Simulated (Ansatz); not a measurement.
Ideal-gas functions of CH$_{5}$NOSi (`CO[Si]N`) at 298.15 K and 1 bar, from an Ansatz frequency run at PBE0-D4/def2-TZVP.

Molar mass 75.14 g/mol, point group Cs (symmetry number 1), electronic degeneracy 1, moments of inertia 23.505, 143.885, 164.215 u Å². Harmonic wavenumbers (cm⁻¹, unscaled): 126, 136, 197, 332, 448, 505, 695, 806, 871, 1143, 1186, 1217, 1479, 1488, 1503, 1560, 3011, 3085, 3106, 3580, 3701.

Use S(trans) = R[1.5 ln M + 2.5 ln T − 1.1517]; rotational temperatures θ = 24.2544 K / I; S(rot) = R[ln(√π/σ · √(T³/θAθBθC)) + 1.5]; for each mode x = 1.438777 ν̃/T, S = R[x/(eˣ − 1) − ln(1 − e⁻ˣ)] and H = RT x/(eˣ − 1); 1 cm⁻¹ = 0.0119627 kJ/mol; R = 8.31446 J/(mol·K).

**Question.** By hand: the entropy, in J/(mol·K).

**Answer.** Translation 162.7. Rotation: θ = 1.0319, 0.1686, 0.1477 K, giving 103.5. Vibration, mode by mode: 12.58, 11.96, 9.04, 5.23, 3.35, 2.70, 1.31, 0.85, 0.66, 0.22, 0.18, 0.16, 0.05, 0.05, 0.05, 0.04, 0.00, 0.00, 0.00, 0.00, 0.00, in all 48.4. Electronic 0.0. Sum 314.6 J/(mol·K).

**Question.** By hand: H − E and G − E in kJ/mol, counted from the electronic energy.

**Answer.** Zero-point energy ½ × 30175 × 0.0119627 = 180.5; thermal vibration 8.2; translation, rotation and pV give 4 RT = 9.9. H − E = 198.6 kJ/mol, and G − E = 198.6 − 298.15 × 314.6/1000 = 104.8 kJ/mol.

Vibration gives 15 % of the entropy, 24.5 J/(mol·K) of it from the modes under 150 cm⁻¹: soft modes count most, and the harmonic formula is weakest for them. The sum counts one conformer and one mirror image; others add a mixing term.
